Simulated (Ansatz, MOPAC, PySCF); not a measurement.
Noncovalent pair: HF (SMILES F) (first 2 atoms) with C3H8 (SMILES CCC); geometry from B3LYP-D3(BJ)/def2-TZVP, rigid monomers moved along the line of their centres of mass till H2···C5 is 2.14 Å.
(charge 0, multiplicity 1):
```json
[
 {"atom": "F", "x (Å)": "-0.3619", "y (Å)": "0.0912", "z (Å)": "0.3687"},
 {"atom": "H", "x (Å)": "-0.4978", "y (Å)": "0.3562", "z (Å)": "1.2480"},
 {"atom": "C", "x (Å)": "0.7688", "y (Å)": "-1.0798", "z (Å)": "3.3121"},
 {"atom": "C", "x (Å)": "0.0289", "y (Å)": "-0.0332", "z (Å)": "4.1410"},
 {"atom": "C", "x (Å)": "-0.7837", "y (Å)": "0.9344", "z (Å)": "3.2844"},
 {"atom": "H", "x (Å)": "1.3415", "y (Å)": "-1.7578", "z (Å)": "3.9468"},
 {"atom": "H", "x (Å)": "0.0729", "y (Å)": "-1.6842", "z (Å)": "2.7250"},
 {"atom": "H", "x (Å)": "1.4665", "y (Å)": "-0.6110", "z (Å)": "2.6138"},
 {"atom": "H", "x (Å)": "0.7461", "y (Å)": "0.5338", "z (Å)": "4.7408"},
 {"atom": "H", "x (Å)": "-0.6376", "y (Å)": "-0.5312", "z (Å)": "4.8504"},
 {"atom": "H", "x (Å)": "-1.3085", "y (Å)": "1.6773", "z (Å)": "3.8870"},
 {"atom": "H", "x (Å)": "-0.1338", "y (Å)": "1.4890", "z (Å)": "2.5982"},
 {"atom": "H", "x (Å)": "-1.5480", "y (Å)": "0.3997", "z (Å)": "2.7093"}
]
```

Counterpoise-corrected where a basis set is named; no monomer relaxation. Rows marked so take none.

Cores are frozen in the correlated methods. Rows in 3-21G, 6-311+G**, 6-31G*, STO-3G carry no dispersion term and start afresh at each structure (6-31G* with six Cartesian d functions). MP2/6-31G* freezes PySCF's default core. The state that AM1, PM3 reach isn't checked.

The values were computed with Ansatz (a first-principles code) with Gaussian orbitals; MOPAC for AM1, PM3 (differences of heats of formation); PySCF for 3-21G rows, 6-311+G** rows, 6-31G* rows, STO-3G rows, the dispersion terms. Values without a source in brackets are computed.

Other levels give for the interaction energy: PBE/def2-TZVPPD -58.4; B3LYP/def2-TZVPPD -8.9; B3LYP-D3(BJ)/def2-TZVPPD -73.3; wB97M-V/def2-TZVPPD -74.6; CCSD(T)/aug-cc-pVDZ -23.3 meV.

Common cheap choices:

```
level                              interaction energy (meV)
---------------------------------  ------------------------
AM1                                                    91.7
PM3                                                   -90.1
HF/STO-3G (no counterpoise)                           222.6
HF/3-21G (no counterpoise)                             -4.0
HF/6-31G* (no counterpoise)                            36.6
B3LYP/6-311+G** (no counterpoise)                     -21.6
MP2/6-31G*                                             70.2
MP2/6-31G* (no counterpoise)                          -71.4
```
